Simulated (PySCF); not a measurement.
**Tl2S3 at several levels of theory**

Computed with PySCF 2.14.0 (density fitting, no spin-orbit coupling) at the geometry relaxed with TPSS:

```xyz
5
Tl2S3 (singlet)
Tl   -0.0150    0.2749    1.9083
Tl   -0.0150    0.2749   -1.9083
S    -0.1010    1.8466    0.0000
S     0.0592   -1.0820    3.7375
S     0.0592   -1.0820   -3.7375
```

```json
{"level": "TPSS", "basis": "Tl def2-SVP with ECP60, S def2-SVP", "state": "singlet", "HOMO (eV)": "-6.04", "gap (eV)": "1.86", "charge on Tl1 (e)": "0.35", "dipole about the centre of mass (D)": "2.73", "largest force component (eV/Å)": "0.03"}
{"level": "TPSS", "basis": "Tl def2-TZVP with ECP60, S def2-TZVP", "state": "singlet", "HOMO (eV)": "-6.10", "gap (eV)": "1.96", "charge on Tl1 (e)": "0.63", "dipole about the centre of mass (D)": "3.05", "largest force component (eV/Å)": "0.62"}
{"level": "TPSS", "basis": "Tl x2c-SVPall, S x2c-SVPall", "state": "singlet", "HOMO (eV)": "-6.02", "gap (eV)": "1.86", "charge on Tl1 (e)": "0.44", "dipole about the centre of mass (D)": "2.73", "largest force component (eV/Å)": "0.30"}
```

Charges are Mulliken's, which hang on the basis. The relaxation used the grid (50, 194), these runs (75, 302) or, all-electron (x2c bases, spin-free X2C Hamiltonian), (99, 590).

Problem. Order these levels, in the first row's basis, by the HOMO–LUMO gap they give here, smallest first.
A. M06-L
B. r2SCAN
C. BLYP
D. HF

Solution. C (1.66 eV), A (1.97 eV), B (2.00 eV), D (9.19 eV).

Problem. And their other results?

Solution. 
| level | state | HOMO (eV) | gap (eV) | charge on Tl1 (e) | dipole about the centre of mass (D) | largest force component (eV/Å) |
| --- | --- | --- | --- | --- | --- | --- |
| M06-L | singlet | -6.04 | 1.97 | 0.55 | 3.02 | 0.17 |
| BLYP | singlet | -5.71 | 1.66 | 0.25 | 2.45 | 0.38 |
| r2SCAN | singlet | -6.21 | 2.00 | 0.37 | 2.83 | 0.24 |
| HF | singlet | -9.47 | 9.19 | 0.54 | 3.65 | 0.54 |

In the first row's basis the gap widens with exact exchange: 1.7 to 2.0 eV for BLYP, TPSS, M06-L, r2SCAN (none); 9.2 eV for Hartree–Fock (rising or full at long range).

No frequency check is given that shows the relaxed geometry to be a minimum.
